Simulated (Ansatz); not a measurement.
Relaxation of CH4F3Si (9 atoms, charge 0, multiplicity 2), to a largest force component of 0.03 eV/Å in at most 50 steps.

These are results of UKS PBE0-D4/6-31G* in Ansatz, not measurements.

```xyz
9
Properties=species:S:1:pos:R:3:forces:R:3
Si 0.001 0.000 -0.422 0.00 0.00 -0.04
H 0.000 0.000 2.243 0.00 0.00 0.31
H 1.427 0.000 -0.847 -0.01 0.00 -0.03
H -0.713 1.235 -0.847 0.01 -0.01 -0.03
H -0.712 -1.235 -0.847 0.01 0.01 -0.03
C 0.000 0.000 3.348 0.00 0.00 -0.19
F -0.676 -1.053 3.812 0.00 0.00 0.00
F 1.250 -0.059 3.812 0.00 0.00 0.00
F -0.573 1.112 3.812 0.00 0.00 0.00
```

Question: Where does it end, and by what steps?

Answer: The forces met the threshold. After 2 steps the energy has fallen by 0.025 eV; H5 moved furthest, 0.24 Å.

```csv
step,energy less start (eV),largest force component (eV/Å),accepted
0,0.0000,0.309,yes
1,-0.0236,0.198,yes
2,-0.0254,0.014,yes
```

```xyz
9
Properties=species:S:1:pos:R:3
Si 0.001 0.000 -0.644
H 0.000 0.000 2.440
H 1.421 0.000 -1.088
H -0.710 1.230 -1.088
H -0.709 -1.230 -1.088
C 0.000 0.000 3.534
F -0.676 -1.052 3.999
F 1.249 -0.059 3.999
F -0.573 1.112 3.999
```

Whether the end is a true minimum wasn't checked by a vibrational analysis.

The run took 13 s on 2 threads of Arm Neoverse V1, with other jobs on the host, peak memory 0.24 GiB.
